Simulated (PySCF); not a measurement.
## Os: excitation energy

Os [Xe] 4f14 5d6 6s2 (5D) → Os [Xe] 4f14 5d6 6s1 7s1 (7D), as a difference of total energies. Calculation: PySCF 2.14, in aug-cc-pVTZ-PP with ECP60MDF; a scalar-relativistic core potential. Correlated levels: valence: 5s2 5p6 frozen. The calculations carry no spin-orbit coupling.

```csv
method,excitation energy (eV)
UHF,4.134
LDA,6.042
PBE,5.572
PBE0,5.366
r2SCAN,5.436
B97-3,5.947
PBEsol,5.602
CAM-B3LYP,5.876
B2PLYP,5.813
MP2 (valence),5.574
SCS-MP2 (valence),5.873
```

**Question.** How much does correlation contribute at MP2 (valence)?

**Answer.** 5.574 − (4.134) = 1.440 eV, measured against UHF.

The promoted electron is Rydberg-like, and one or two diffuse shells describe it only roughly, which tends to raise the upper state.
